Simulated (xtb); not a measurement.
HBN (SMILES B=[N]), doublet, at a GFN2-xTB geometry; xtb with GFN0-xTB.

Input for xtb:
```
$ xtb coord --gfn 0 --uhf 1 --json

# file coord
$coord
     -0.0000000000      -0.0000000000      -1.0933712527  b
      0.0000000000       0.0000000000       1.2462301029  n
     -0.0000000000      -0.0000000000      -3.2567544567  h
$end
```

The log (banner, timings and long lists left out):

```
   ID    Z sym.   atoms
    1    5 b      1
    2    7 n      2
    3    1 h      3

           -------------------------------------------------
          |                Calculation Setup                |
           -------------------------------------------------

           -------------------------------------------------
          |                 G F N 0 - x T B                 |
           -------------------------------------------------

          ...................................................
          :                      SETUP                      :
          :.................................................:
          :  # basis functions                  10          :
          :  # atomic orbitals                  10          :
          :  # shells                            6          :
          :  # electrons                         9          :
          :  electronic temp.          300.0000000     K    :
          :  accuracy                    1.0000000          :
          :  -> integral cutoff          0.2500000E+02      :
          :  -> integral neglect         0.1000000E-07      :
          ...................................................

         :::::::::::::::::::::::::::::::::::::::::::::::::::::
         ::                     SUMMARY                     ::
         :::::::::::::::::::::::::::::::::::::::::::::::::::::
         :: total energy              -4.788000076131 Eh    ::
         :: gradient norm              0.080690163682 Eh/a0 ::
         :: HOMO-LUMO gap              7.224758820054 eV    ::
         ::.................................................::
         :: H0 energy                 -4.825968359728 Eh    ::
         :: repulsion energy           0.087404588872 Eh    ::
         :: electrostat energy        -0.041885623148 Eh    ::
         :: -> Gsolv                   0.000000000000 Eh    ::
         ::    -> Gsasa                0.000000000000 Eh    ::
         ::    -> Gshift               0.000000000000 Eh    ::
         :: dispersion energy         -0.000233798295 Eh    ::
         :: short-range corr.         -0.007316883832 Eh    ::
         :: add. restraining           0.000000000000 Eh    ::
         :: total charge              -0.000000000000 e     ::
         :::::::::::::::::::::::::::::::::::::::::::::::::::::

           -------------------------------------------------
          |                Property Printout                |
[...]

    * Orbital Energies and Occupations

         #    Occupation            Energy/Eh            Energy/eV
      -------------------------------------------------------------
         1        2.0000           -0.6974943             -18.9798
         2        2.0000           -0.5484702             -14.9246
         3        2.0000           -0.4750199             -12.9260
         4        1.5000           -0.4608941             -12.5416
         5        1.5000           -0.4608941             -12.5416 (HOMO)
         6                         -0.1953891              -5.3168 (LUMO)
         7                         -0.1953891              -5.3168
         8                         -0.1033185              -2.8114
         9                          0.0840065               2.2859
        10                          1.0052297              27.3537
      -------------------------------------------------------------
                  HL-Gap            0.2655050 Eh            7.2248 eV
             Fermi-level            0.0000000 Eh            0.0000 eV

     #   Z          covCN         q      C6AA      α(0)
     1   5 b        1.787     0.316    44.128    13.164
     2   7 n        0.841    -0.446    31.548     8.173
     3   1 h        0.946     0.130     1.531     1.934

 Mol. C6AA /au·bohr⁶  :        179.610114
 Mol. C8AA /au·bohr⁸  :       5199.930810
 Mol. α(0) /au        :         23.271135

Wiberg/Mayer (AO) data.
largest (>0.10) Wiberg bond orders for each atom

 ---------------------------------------------------------------------------
     #   Z sym  total        # sym  WBO       # sym  WBO       # sym  WBO
 ---------------------------------------------------------------------------
     1   5 b    2.645 --     2 n    1.704     3 h    0.941
     2   7 n    1.720 --     1 b    1.704
     3   1 h    0.957 --     1 b    0.941
 ---------------------------------------------------------------------------

Topologies differ in total number of bonds
Writing topology from bond orders to xtbtopo.mol

 dipole moment from electron density (au)
     X       Y       Z
  -0.0000   0.0000  -1.5591  total (Debye):    3.963

           -------------------------------------------------
          | TOTAL ENERGY               -4.788000076131 Eh   |
          | GRADIENT NORM               0.080690163682 Eh/α |
          | HOMO-LUMO GAP               7.224758820054 eV   |
           -------------------------------------------------

normal termination of xtb
```
